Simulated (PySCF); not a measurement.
Job file and geometry (Å, from GFN2-xTB) of a spin–spin coupling run on `n1cc(C#C)n[se]1`, C4H2N2Se, B3LYP/pcJ-1 Se:pcSseg-1 indirect spin-spin coupling, non-relativistic, gas phase (PySCF); density fitting, a coarse starting grid and PySCF grid level 2 are the driver's defaults:

```
$ OMP_NUM_THREADS=1 python probes_run.py task.json out

{"job": {"kind": "j", "xc": "B3LYP", "basis": "pcJ-1"}, "charge": 0, "multiplicity": 1}
C      2.428013     0.448804     0.228625
C      1.248776     0.223701     0.264174
C     -0.134450    -0.039938     0.283434
C     -0.940535    -0.130243    -0.891415
N     -2.201178    -0.381123    -0.684067
Se    -2.484836    -0.529147     1.059336
N     -0.789948    -0.225693     1.411330
H      3.458294     0.645406     0.198879
H     -0.570573    -0.005774    -1.895475
```

Q: Write the output of this run.

A: 
```
coarse grid: 43240 points
cycle   1  E = -2664.2909453788  dE =  3.573e-01  |g| = 9.040e-01  |ddm| = 3.529e+00
cycle   2  E = -2664.2085643043  dE =  8.238e-02  |g| = 9.806e-01  |ddm| = 1.347e+00
cycle   3  E = -2664.3525283349  dE = -1.440e-01  |g| = 2.505e-01  |ddm| = 1.048e+00
cycle   4  E = -2664.3661954636  dE = -1.367e-02  |g| = 8.737e-02  |ddm| = 3.191e-01
cycle   5  E = -2664.3679872065  dE = -1.792e-03  |g| = 3.000e-02  |ddm| = 9.172e-02
cycle   6  E = -2664.3681631881  dE = -1.760e-04  |g| = 1.278e-02  |ddm| = 2.779e-02
cycle   7  E = -2664.3681995636  dE = -3.638e-05  |g| = 2.523e-03  |ddm| = 1.138e-02
cycle   8  E = -2664.3682005324  dE = -9.689e-07  |g| = 1.656e-03  |ddm| = 2.864e-03
final grid: 90640 points
cycle   9  E = -2664.3681792931  dE =  3.917e-06  |g| = 4.418e-03  |ddm| = 4.329e-03
cycle  10  E = -2664.3681488588  dE =  3.043e-05  |g| = 1.219e-02  |ddm| = 1.157e-02
cycle  11  E = -2664.3681838304  dE = -3.497e-05  |g| = 3.710e-04  |ddm| = 8.616e-03
cycle  12  E = -2664.3681838627  dE = -3.227e-08  |g| = 7.768e-05  |ddm| = 3.363e-04
cycle  13  E = -2664.3681838640  dE = -1.335e-09  |g| = 1.248e-05  |ddm| = 6.116e-05
cycle  14  E = -2664.3681838640  dE = -3.001e-11  |g| = 6.864e-06  |ddm| = 1.238e-05
converged SCF energy = -2664.3681838640

Indirect spin-spin couplings (Hz)
  i      j    bonds     total        FC       PSO       DSO        SD
  0 C    1 C    1    216.962   197.134     7.742     0.118    11.968
  0 C    2 C    2     16.111    16.908     0.103    -0.094    -0.806
  0 C    3 C    3      2.212     2.293    -0.215    -0.041     0.175
  0 C    4 N    4      0.379     0.195    -0.123     0.028     0.280
  0 C    6 N    3     -3.188    -2.527     0.301     0.014    -0.976
  0 C    7 H    1    270.518   270.972    -1.618     0.412     0.752
  0 C    8 H    4     -0.335    -0.332     0.067    -0.103     0.034
  1 C    2 C    1    120.477   122.024    -2.617     0.331     0.739
  1 C    3 C    2     12.655    12.583     0.114     0.047    -0.090
  1 C    4 N    3     -0.597    -0.433    -0.037     0.023    -0.150
  1 C    6 N    2    -11.463   -11.752    -0.012    -0.025     0.326
  1 C    7 H    2     53.304    47.657     5.892    -1.164     0.919
  1 C    8 H    3      0.474     0.391     0.023     0.109    -0.049
  2 C    3 C    1     55.757    59.598    -5.061     0.385     0.836
  2 C    4 N    2      3.217     2.404     0.256    -0.024     0.581
  2 C    6 N    1     -0.850    -5.610     6.423    -0.159    -1.505
  2 C    7 H    3      4.911     4.853     0.369    -0.371     0.059
  2 C    8 H    2     17.930    18.463    -0.451    -0.093     0.012
  3 C    4 N    1      2.021    -3.195     6.825    -0.135    -1.474
  3 C    6 N    2      2.375     1.525     0.282    -0.020     0.587
  3 C    7 H    4     -1.378    -1.263     0.091    -0.200    -0.006
  3 C    8 H    1    201.776   200.567    -0.376     1.162     0.423
  4 N    6 N    2      0.020     2.588    -2.946    -0.008     0.386
  4 N    7 H    5     -0.170    -0.140    -0.102     0.098    -0.026
  4 N    8 H    2    -18.202   -19.186     0.977     0.065    -0.057
  6 N    7 H    4      1.442     1.287     0.056     0.073     0.026
  6 N    8 H    3     -0.521    -0.720    -0.035     0.197     0.037
```

Size and cost of the density-fitted run: 223 basis functions, 74 s wall time on 1 thread of an Arm Neoverse V2, shared host; peak memory 0.92 GiB.
